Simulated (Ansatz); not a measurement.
**The HOMO–LUMO gap down a group: Si to Sn**

One atom is swapped for its congeners: Si(NH2)4; Ge(NH2)4; Sn(NH2)4. All are singlets with charge 0.

Shapes, held fixed at every level: PBE0-D4/def2-TZVP. Flexible molecules stand in one conformer, not always the lowest. Programs: Ansatz 0.2.0. Values in eV.

```
                level  Si(NH2)4  Ge(NH2)4  Sn(NH2)4
    PBE-D4/def2-TZVPP      5.26      5.07      4.31
 r2SCAN-D4/def2-TZVPP      6.30      6.02      5.01
  B3LYP-D4/def2-TZVPP      6.92      6.76      6.03
   PBE0-D4/def2-TZVPP      7.53      7.37      6.63
r2SCAN0-D4/def2-TZVPP      8.23      8.01      7.11
   wB97X-V/def2-TZVPP     11.84     11.69     11.03
   wB97M-V/def2-TZVPP     11.29     11.16     10.60
```

At wB97M-V/def2-TZVPP the HOMO–LUMO gap falls at every step, from 11.29 to 10.60 eV. Every level shows the same order. For atoms past krypton def2 sets carry core potentials with scalar relativity. Relativity is left out for Ge unless named. Orbital gaps aren't excitation energies, and the LUMO depends on the basis.
